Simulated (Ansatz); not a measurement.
```yaml
crystal:
  periodic: [false, false, false]
  atoms:
    - {symbol: O, position_ang: [1.678038, 0.380238, -0.758209]}
    - {symbol: C, position_ang: [0.657533, -0.044356, -0.788158]}
    - {symbol: Ga, position_ang: [-0.460509, 0.072547, 0.703046]}
    - {symbol: F, position_ang: [-1.906516, -0.613793, 0.446151]}
    - {symbol: H, position_ang: [0.320494, -0.506200, -1.639769]}
    - {symbol: H, position_ang: [-0.250399, 0.652684, 1.994437]}
basis:
  gaussian: {orbitals: LANL2DZ}
hamiltonian: {xc: {name: B2PLYP}}
scf: {lower_state_search: full}
output: {forces: true}
```

```sh
$ ansatz run in.yaml --threads 2 --pin off --events-out ev --progress --plain --max-ram 4352MiB
```

Problem. How does Ansatz answer? (Estimate.)

Solution. Computed: The input was rejected before any iteration.
```
Error: <dir> can't be read: No such file or directory (os error 2)
```
